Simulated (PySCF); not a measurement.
Spinor energies of Sc+ (scandium, charge +1)

Start: [Ar] 3d1 4s1; 3d5/2 filled at m_j = +5/2; 4s1/2 filled at m_j = +1/2. Calculated with PySCF 2.14 in x2c-SVPall-2c with one added diffuse shell each of s, d type (6s5p4d1f, 48 functions): generalised Hartree-Fock with the X2C-1e Hamiltonian and a Gaussian nucleus; one run each with spin-orbit coupling (SO) switched off, then screened by Boettger's factors. This is a chosen level, not necessarily the ground level.

```json
{"spinor shell": "1s1/2", "electrons": "2", "ε, spin-free (eV)": "-4544.1", "ε, screened SO (eV)": "-4544.1", "weight of nominal j (screened SO)": "1.000", "rms radius, screened SO (bohr)": "0.0845"}
{"spinor shell": "2s1/2", "electrons": "2", "ε, spin-free (eV)": "-530.57", "ε, screened SO (eV)": "-530.58", "weight of nominal j (screened SO)": "1.000", "rms radius, screened SO (bohr)": "0.370"}
{"spinor shell": "2p1/2", "electrons": "2", "ε, spin-free (eV)": "-433.49", "ε, screened SO (eV)": "-436.57", "weight of nominal j (screened SO)": "0.998", "rms radius, screened SO (bohr)": "0.338"}
{"spinor shell": "2p3/2", "electrons": "4", "ε, spin-free (eV)": "-433.49", "ε, screened SO (eV)": "-431.98", "weight of nominal j (screened SO)": "0.999", "rms radius, screened SO (bohr)": "0.340"}
{"spinor shell": "3s1/2", "electrons": "2", "ε, spin-free (eV)": "-77.412", "ε, screened SO (eV)": "-77.418", "weight of nominal j (screened SO)": "1.000", "rms radius, screened SO (bohr)": "1.15"}
{"spinor shell": "3p1/2", "electrons": "2", "ε, spin-free (eV)": "-49.832", "ε, screened SO (eV)": "-49.284", "weight of nominal j (screened SO)": "0.747", "rms radius, screened SO (bohr)": "1.27"}
{"spinor shell": "3d5/2", "electrons": "1", "ε, spin-free (eV)": "-16.306", "ε, screened SO (eV)": "-16.295", "weight of nominal j (screened SO)": "1.000", "rms radius, screened SO (bohr)": "1.86"}
{"spinor shell": "4s1/2", "electrons": "1", "ε, spin-free (eV)": "-12.249", "ε, screened SO (eV)": "-12.250", "weight of nominal j (screened SO)": "1.000", "rms radius, screened SO (bohr)": "3.74"}
```

(1) Where does 3p3/2 lie, and what is the 3p spin-orbit splitting (screened SO)?

```
   quantity   spin-free  screened SO
E (hartree)  -762.98339   -762.98524
        M_J           3            3
       ⟨J²⟩      12.006       12.006
       ⟨L²⟩       6.005        6.005
       ⟨S²⟩       2.001        2.001
```

Each row is a mean over spinors that exchange with the open shell spreads, by up to 4.350 eV (3p3/2).

Rows whose weight is well below 1 are mixtures of j = l ± 1/2: exchange outweighs spin-orbit coupling there, and the label is only the starting occupation.

Without spin-orbit coupling the j labels of p, d and f shells carry no meaning; the spin-free column gives the mean over the occupied spinors of each nl shell.

Results:

(1) At -50.114 eV, -0.830 eV above 3p1/2.
